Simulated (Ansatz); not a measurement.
CH₄BrGe, SMILES `[CH3][GeH][Br]` radical, 7 atoms. Charge 0, multiplicity 2. Correlated methods include outer-core shells of Br, Ge, which these sets cover unevenly. Scalar relativity is left out up to krypton. All runs use 4 threads of an AMD EPYC 9R45 on a shared host. Correlated methods freeze the cores. Open-shell runs search over several starts.

**Question.** Give the basis size and wall time and peak host memory of each of these runs in Ansatz. UKS ωB97M-V/def2-QZVPP energy; UKS BLYP-D4/def2-TZVPP energy; UKS SPW92 (LDA)/def2-TZVPP energy; UKS PBE0-D4/def2-TZVP relaxation (5 steps); UHF-MP2/def2-QZVPP energy; UKS HSE06 (plane-wave form)-D4/def2-TZVPP energy; UKS PBE0-D4/def2-SVP energy; UKS ωB97M-V/def2-SVP energy; UHF-CCSD(T)/def2-SVP energy; direct RPA on PBE orbitals/def2-TZVPP energy; UKS CAM-B3LYP-D4/def2-TZVPP energy; UKS PBE0-D4/def2-QZVPP energy. (Estimate.)

**Answer.** Ansatz gave: Other jobs shared the machine, so times are rough.

```
                                    level                   job  functions  wall time  peak host memory (GiB)
                     UKS PBE0-D4/def2-SVP                energy         98     0.65 s                    0.33
                   UKS BLYP-D4/def2-TZVPP                energy        183     0.85 s                    0.28
               UKS SPW92 (LDA)/def2-TZVPP                energy        183      1.3 s                    0.26
UKS HSE06 (plane-wave form)-D4/def2-TZVPP                energy        183      1.4 s                    0.71
    direct RPA on PBE orbitals/def2-TZVPP                energy        183      1.6 s                    0.56
              UKS CAM-B3LYP-D4/def2-TZVPP                energy        183      1.6 s                    0.78
                     UKS ωB97M-V/def2-SVP                energy         98      2.1 s                    0.53
                   UKS PBE0-D4/def2-QZVPP                energy        355      4.3 s                     1.6
                     UHF-CCSD(T)/def2-SVP                energy         98      4.9 s                     0.8
                       UHF-MP2/def2-QZVPP                energy        355        7 s                     1.8
                   UKS ωB97M-V/def2-QZVPP                energy        355      8.5 s                       2
                    UKS PBE0-D4/def2-TZVP  relaxation (5 steps)        151      8.5 s                    0.58
```
